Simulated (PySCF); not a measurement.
# F⁺: excitation energy

F⁺ [He] 2s2 2p4 (3P) → F⁺ [He] 2s1 2p5 (3P), as a difference of total energies. Computed with PySCF 2.14 in ANO-RCC-VTZP, with the spin-free X2C one-electron Hamiltonian (Gaussian nucleus). Correlated levels: valence: 1s2 frozen; valence and next inner shell: nothing frozen. The calculations carry no spin-orbit coupling.

```csv
method,excitation energy (eV)
UHF,21.817
LDA,18.502
PBE,18.770
PBE0,19.570
r2SCAN,19.609
LC-wPBE,19.060
wB97M-V,19.797
wB97X,19.513
revPBE,18.830
ROHF,21.751
MP2 (valence),20.852
SCS-MP2 (valence),20.765
MP2 (valence and next inner shell),20.823
SCS-MP2 (valence and next inner shell),20.747
```

**Question.** How much does correlation contribute at MP2 (valence and next inner shell)?

**Answer.** 20.823 − (21.817) = -0.994 eV, measured against UHF.

Errors of the correlated levels include the incompleteness of this basis and the frozen core.

For comparison: 20.431 eV (measured; NIST levels, between the centres of gravity of the two terms).
